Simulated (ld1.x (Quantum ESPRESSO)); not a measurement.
## carbon (C): from the effect back to the setting (RRKJ)

Base potential:

ld1.x (Quantum ESPRESSO) 7.5 input, shortened:

```
&input
   title='C', zed=6., rel=0, dft='PBE', iswitch=3,
   config='[He] 2s2 2p2 3d-2'
 /
 &inputp
   pseudotype=2, tm=.false., rho0=0.02, lloc=2,
   nlcc=.true., new_core_ps=.true., rcore=0.60
 /
3
2S  1  0   2.00   0.00  0.95  0.95  0.0
2P  2  1   2.00   0.00  2.65  2.65  0.0
3D  3  2  -2.00   0.05  2.35  2.35  0.0
 &test
   configts(1)='2s2 2p2'
 /
```

Cutoffs, loose and tight: the cutoffs (Ry, on a coarse ladder) from which the occupation-weighted sum of valence levels, in a spherical-Bessel basis at the reference potential, stays within 10 and 1 mRy of its value at 400 Ry. They do not see the model core or the augmentation charge, which bear on the density cutoff. Test errors are all-electron minus pseudo excitation energies from the reference, over the configurations 2s2 2p1; 2s2 2p0; 2s1 2p0; 2s0 2p4; 2s1 2p2; 2s2 2p2.3; 2s2 2p1.5; variants that change the core or the reference have their own tests.

Only the p radius is moved:

| p radius (bohr) | cutoff, loose | cutoff, tight | bound ghosts | largest test error (meV) | median size of the test errors |
| --- | --- | --- | --- | --- | --- |
| 1.76 | 40 Ry | 60 Ry | none | +474 | 11.5 meV |
| 2.18 | 40 Ry | 60 Ry | none | +994 | 53.0 meV |
| 2.54 | 40 Ry | 60 Ry | none | +1674 | 99.1 meV |
| 2.76 | 40 Ry | 60 Ry | none | +2164 | 138.2 meV |
| 3 | 40 Ry | 60 Ry | none | +3009 | 206.0 meV |
| 3.24 | 40 Ry | 60 Ry | none | +3805 | 277.9 meV |
| 3.5 | 40 Ry | 60 Ry | none | +4753 | 369.4 meV |
| 3.78 | 40 Ry | 60 Ry | none | +5856 | 482.7 meV |
| 4.04 | 40 Ry | 60 Ry | none | +7111 | 618.5 meV |

Q: One more run gave cutoff, loose: 40 Ry; cutoff, tight: 60 Ry; bound ghosts: none; largest test error (meV): +652; median size of the test errors: 25.6 meV. Which value of the p radius was used?

A: 1.92 bohr. The median size of the test errors moves one way along this sweep, from 11.5 meV at 1.76 to 618.5 meV at 4.04 bohr, which places the run between 1.76 and 2.18 bohr.
